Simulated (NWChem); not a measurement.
Species: GeBrF, singlet; SMILES [Ge]([F])[Br]

```xyz
3

Ge     0.4214     0.9887     0.0000
F     -1.2216     1.6540     0.0000
Br    -0.0712    -1.3293     0.0000
```
Atoms are numbered in this order, from 1.

All runs: NWChem. Low-valent species are run as closed-shell singlets; no triplet was tried in these runs. Structure relaxed at the PBE-D3(BJ)/def2-SVP level. Ions are spin-unrestricted doublets at the neutral geometry; other ion states weren't tried.

For level Hartree-Fock/aug-cc-pVDZ:

```yaml
vertical ionisation energy, ΔSCF (eV): 9.86
"−ε(HOMO) (eV)": 10.75
```

**Question.** Estimate the same quantities for level B3LYP/aug-cc-pVDZ.

**Answer.** 
| Quantity | Value |
|---|---|
| vertical ionisation energy, ΔSCF (eV) | 10.58 |
| −ε(HOMO) (eV) | 8.10 |
